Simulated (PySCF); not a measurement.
All values below come from PBE-D3(BJ)/def2-TZVP // PBE0-D3(BJ)/def2-SVP run with PySCF. Isolated molecules, 0 K electronic values unless said otherwise. One relaxed conformer stands for a flexible species; it need not be the lowest. 

Reference species (SMILES): `[SiH2]1[SiH2][SiH2][SnH2][SiH2][SiH2]1` (neutral, multiplicity 1).

LUMO: -1.61 eV
HOMO: -6.53 eV

Changed species: `[SiH2]1[SiH2]S[SiH2][SiH2][SiH2]1` (a SiH2 unit replaced by SH0; the reference has a SiH2 unit replaced by SnH2).

Task: Give the shifts of the LUMO and HOMO.

Result: the LUMO falls by 0.10 eV, to -1.71 eV; the HOMO rises by 0.56 eV, to -5.97 eV.
